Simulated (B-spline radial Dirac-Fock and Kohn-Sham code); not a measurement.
Binding energies of N⁵⁺

System: nitrogen as N⁵⁺ in the configuration 1s2, inside a Watson sphere of charge -5 and radius 2.7 Å (a model of the Madelung potential; inside it an electron's potential energy is raised by 26.7 eV); nuclear rms radius 2.5582 fm (A = 14).

The run's input, task.json:

```json
{"items": [{
  "Z": 7,
  "q": 5,
  "cfg": [[1, 0, 2]],
  "A": 14,
  "rrms": 2.5582,
  "watson": [-5, 2.7],
  "do": ["binding"]
}]}
```

Launch: `python xray_run.py task.json out`

These are calculated numbers from a radial B-spline solver; the model is ΔSCF Dirac-Fock with Breit, self-energy and vacuum polarisation, finite nucleus, configuration average. Correlation and solid-state effects are left out. Energies are counted from the vacuum level.

All terms are in eV, carry their sign (relaxation lowers the binding energy) and add up to the binding energy; ⟨r⟩ is the mean radius of the orbital in the initial state.

| subshell | −ε (Koopmans) | relaxation | Gaunt | retardation | QED | binding energy | ⟨r⟩ (bohr) |
| --- | --- | --- | --- | --- | --- | --- | --- |
| 1s | 525.8 | -1.52 | -0.11 | 0.00 | -0.03 | 524.2 | 0.226 |

For the deepest level, K (1s), the Breit terms make up -0.021 % of the binding energy, QED -0.007 % and orbital relaxation -0.290 %.
